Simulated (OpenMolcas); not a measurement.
# Ionisation energies of tin

| Property | Result |
| --- | --- |
| Program | OpenMolcas |
| Basis | ANO-RCC-VQZP [8s7p5d3f2g] |
| Scalar Hamiltonian | DKH2, point nucleus |
| Spin-orbit coupling | RASSI with atomic mean-field integrals over the reference wave functions, term energies averaged over their components |

Active shells in each charge state: the valence s, p shells, with orbitals averaged over the low states. Where CASPT2's correlated closed shells are named, they are those of the first ion.

A. CASSCF
B. SS-CASPT2, IPEA 0.25 Eh, imaginary shift 0.1 Eh (closed shells correlated: 4d)
C. SS-CASPT2, IPEA 0.25 Eh, imaginary shift 0.1 Eh (closed shells correlated: none)
D. SS-CASPT2, IPEA 0 Eh, imaginary shift 0.1 Eh (closed shells correlated: 4d)
E. SS-CASPT2, IPEA 0.25 Eh, imaginary shift 0.1 Eh (closed shells correlated: 4s 4p 4d)

Energies in eV between the lowest computed levels, named as in B; reference values from the NIST Atomic Spectra Database with their kind.

```json
{"From": "Sn 5s2 5p2 3P0", "To": "Sn+ 5s2 5p 2P* 1/2", "A": "6.590", "B": "7.289", "C": "7.072", "D": "7.403", "E": "7.298", "Spin-orbit share in B": "-0.007", "Reference": "7.344 (measured)"}
{"From": "Sn+ 5s2 5p 2P* 1/2", "To": "Sn2+ 5s2 1S0", "A": "13.583", "B": "14.561", "C": "14.164", "D": "14.670", "E": "14.591", "Spin-orbit share in B": "+0.315", "Reference": "14.633 (measured)"}
{"From": "Sn2+ 5s2 1S0", "To": "Sn3+ 5s 2S 1/2", "A": "29.375", "B": "30.300", "C": "29.437", "D": "30.301", "E": "30.404", "Spin-orbit share in B": "+0.000", "Reference": "30.506 (measured)"}
{"From": "Sn3+ 5s 2S 1/2", "To": "Sn4+ 4d10 1S0", "A": "39.231", "B": "40.659", "C": "39.231", "D": "40.709", "E": "40.809", "Spin-orbit share in B": "+0.000", "Reference": "40.740 (measured)"}
```

Steps that some method lacks are left out, and so are those with a state whose active s or d shell is doubly occupied in every root (s and p with five to eight electrons, d10) over a frozen core shell of the same l, since the two then mix freely.

Error against the reference values, in %:

| From | Reference | A | B | C | D | E |
| --- | --- | --- | --- | --- | --- | --- |
| Sn | measured | -10.3 | -0.7 | -3.7 | +0.8 | -0.6 |
| Sn+ | measured | -7.2 | -0.5 | -3.2 | +0.3 | -0.3 |
| Sn2+ | measured | -3.7 | -0.7 | -3.5 | -0.7 | -0.3 |
| Sn3+ | measured | -3.7 | -0.2 | -3.7 | -0.1 | +0.2 |

Mean absolute error over the 4 measured values: A 1.11 eV, B 0.10 eV, C 0.83 eV, D 0.08 eV, E 0.06 eV. E lies closest.

* marks odd parity.
